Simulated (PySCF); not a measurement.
SMILES [GeH3][SiH2][SiH2]Br (GFN2-xTB optimised geometry):

```
11

Ge     2.360    -0.844     0.000
Si     0.027    -0.844     0.000
Si    -0.789     1.328     0.000
Br    -3.010     1.279     0.215
H      3.010    -2.180    -0.182
H      2.987    -0.308     1.253
H      2.978     0.002    -1.075
H     -0.473    -1.561    -1.180
H     -0.473    -1.571     1.174
H     -0.609     2.093    -1.232
H     -0.383     2.180     1.116
```

Calculation: PySCF with PBE/def2-TZVP.

Problem. What are the frontier orbital energies and the dipole moment?

Solution. HOMO-2 -7.82 eV, HOMO-1 -7.03 eV, HOMO -6.79 eV, LUMO -1.90 eV, LUMO+1 -1.21 eV; dipole moment 1.37 D.

Meta-Löwdin charges at PBE/def2-TZVP: Ge1 0.06, Si2 0.12, Si3 0.37, Br4 -0.26, H5 -0.03, H6 -0.03, H7 -0.03, H8 -0.04, H9 -0.04, H10 -0.06, H11 -0.06.
